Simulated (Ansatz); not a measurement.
Te₃, that is [Te3]- with one electron fewer. The state is a triplet with charge 0. Geometry r2SCAN-D4/def2-SVPD, that of the charge -1 doublet; atoms count from 1.

```xyz
3

Te   -1.262    0.810   -1.764
Te   -0.596    0.135    0.756
Te    1.858   -0.944    1.008
```

In the def2 sets Te takes a core potential; there is no spin–orbit coupling. At PBE0-D4/def2-TZVPD a singlet of charge 0 lies 0.09 eV below the triplet at the same geometry.

Q: Estimate the Mulliken populations from the PBE0/def2-TZVPD orbitals of Ansatz.

A: 
```tsv
atom	charge (e)	spin (α − β)
Te1	-0.06	0.89
Te2	0.12	0.21
Te3	-0.06	0.89
```
Mulliken values and Mayer orders depend strongly on the basis. With diffuse functions, as here, like atoms can get unlike values, and bond orders can come out too low or too high.

Q: Where does the spin sit?

A: Summed by element: Te 2.00, of 2 unpaired in all. Largest on single atoms: Te1 0.89, Te3 0.89, Te2 0.21.

Q: And the Mayer bond orders between bonded heavy atoms (over 0.3)?

A: Te1–Te2 1.19 (2.69 Å); Te2–Te3 1.19 (2.69 Å).
